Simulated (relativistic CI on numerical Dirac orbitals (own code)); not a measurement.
# Fe⁷⁺: M2,3 absorption edge

Computed with this model: Dirac-Coulomb-Breit CI, KLI orbitals optimised for each configuration, a model potential for QED, valence Slater integrals scaled by 0.7, multiplet model of core-to-valence dipole absorption; configurations [Ar] 3d → [Ne] 3s2 3p5 3d2; 300 K; Lorentzian 0.8 eV and Gaussian 0.3 eV FWHM. Energies are those of the free ion, without screening or charge transfer. The branching ratio is the share of the lower-energy edge in the whole absorption, uncertain by about 0.02 where the edges overlap. S is read from ⟨S²⟩ = S(S + 1).

Field parameters in Wybourne normalisation: Oh B⁴₀ = 21Dq, B⁴₄ = √(5/14) B⁴₀. The field is a parameter set, without covalency.

free ion: ground-state S = 0.50, centroid 68.78 eV. Peaks (eV, height): 65.5 (82), 70.2 (54), 71.5 (100).

Oh, 10Dq = 5900 cm⁻¹: ground-state S = 0.50, centroid 68.85 eV. Peaks (eV, height): 65.7 (85), 71.3 (100).

Oh, 10Dq = 13250 cm⁻¹: ground-state S = 0.50, centroid 68.90 eV. Peaks (eV, height): 66.1 (78), 71.3 (100), 72.6 (36).

Oh, 10Dq = 20650 cm⁻¹: ground-state S = 0.50, centroid 68.95 eV. Peaks (eV, height): 66.6 (81), 71.4 (100), 73.4 (26).

Oh, 10Dq = 28050 cm⁻¹: ground-state S = 0.50, centroid 68.99 eV. Peaks (eV, height): 67.1 (100), 71.4 (94), 74.3 (24).

Oh, 10Dq = 35400 cm⁻¹: ground-state S = 0.50, centroid 69.03 eV. Peaks (eV, height): 60.3 (6), 67.7 (100), 71.5 (91), 72.8 (45), 75.3 (20).

Strongest unbroadened transitions for Oh, 10Dq = 35400 cm⁻¹:

```
Energy (eV)  Relative strength
      54.20                1.2
      55.46                1.1
      55.65                1.4
      56.61                1.5
      57.08                1.5
      60.33                4.0
      60.48                1.3
      66.31               18.7
      66.79               12.0
      67.50               41.6
      67.74               55.0
      68.16               35.5
      68.73               26.8
      71.46              100.0
      72.70               18.4
      72.87               24.2
      75.07                3.9
      75.35               17.8
```
